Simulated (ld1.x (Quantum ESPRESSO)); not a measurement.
**nickel (Ni) RRKJ: all-electron and pseudo phase curves**

* Element: nickel (Ni)
* Generator: ld1.x (Quantum ESPRESSO) 7.5
* Type: norm-conserving RRKJ (Kleinman–Bylander form)
* Functional: PBE
* Relativity: fully relativistic
* Frozen core: [Ne]
* Valence charge: 18
* Reference configuration: 3s2 3p6 3d8 4s1.5 4p0 (charge +0.5)
* Partial waves: 3s (bound): rc 0.85 bohr; 3p (bound): rc 1.25 bohr; 3d (bound): rc 0.95 bohr
* Local potential: the d channel
* Core correction: Bessel-smoothed model core inside 0.70 bohr
* rho0: 0.01

Open shells are filled in proportion to 2j + 1 (rel_dist='average').

Occupied shells without a wave of their own: 4s. They enter only through the test configuration that unscreens the potential, and ld1.x also counts them in the model core charge.

The phase is arctan(r·u′/u) with u = r·R(r), unwrapped; energies in Ry, scanned from -10 to 5 Ry. A pole is an energy at which the radial function vanishes at the test radius. The pseudo phase is shifted by a multiple of π to meet the all-electron one at the reference energy, and phase errors are pseudo minus all-electron; the curves can meet again beyond the range given. Levels narrower than the energy grid can be missing from the lists of poles.

Task: For each channel, where are the poles, and over which energies does the pseudopotential scatter like the atom?

Result:

| channel | radius (bohr) | reference energy (Ry) | poles, all-electron | poles, pseudo | unbroken range about the reference energy with phases within 0.05 rad | phase error 1 Ry above the reference energy (rad) |
| --- | --- | --- | --- | --- | --- | --- |
| s | 1.35 | -8.48 | -7.60 | -7.60 | below 2.1 | +0.000 |
| p1/2 | 1.35 | -5.67 | -4.58 | -4.58 | below 4.8 | +0.001 |
| p3/2 | 1.35 | -5.51 | -4.37 | -4.36 | the whole range | +0.000 |
| d3/2 | 1.35 | -0.98 | 0.61 | 0.65 | the whole range | +0.006 |
| d5/2 | 1.35 | -0.96 | 0.64 | 0.65 | the whole range | -0.002 |

ld1.x takes every shell without a wave as core, so the model core holds the 4s electrons as well and exchange and correlation see them twice. This cancels in the reference configuration, but the file is broken for other ones, and its errors say nothing about a proper core correction.

Phases in the d5/2 channel:

```csv
E (Ry),all-electron,pseudo
-10.00,1.330,1.331
-9.52,1.323,1.324
-9.04,1.316,1.317
-8.56,1.308,1.308
-8.08,1.299,1.300
-7.60,1.289,1.290
-7.12,1.278,1.278
-6.64,1.265,1.265
-6.16,1.250,1.250
-5.68,1.232,1.233
-5.20,1.210,1.211
-4.72,1.184,1.185
-4.24,1.150,1.151
-3.76,1.104,1.105
-3.28,1.039,1.040
-2.80,0.939,0.939
-2.32,0.762,0.761
-1.84,0.403,0.398
-1.36,-0.293,-0.306
-0.88,-0.956,-0.965
-0.40,-1.288,-1.293
0.08,-1.457,-1.458
0.56,-1.557,-1.557
1.04,-1.626,-1.625
1.52,-1.679,-1.676
2.00,-1.722,-1.718
2.48,-1.762,-1.756
2.96,-1.799,-1.791
3.44,-1.836,-1.826
3.92,-1.875,-1.862
4.40,-1.918,-1.901
4.88,-1.966,-1.944
```
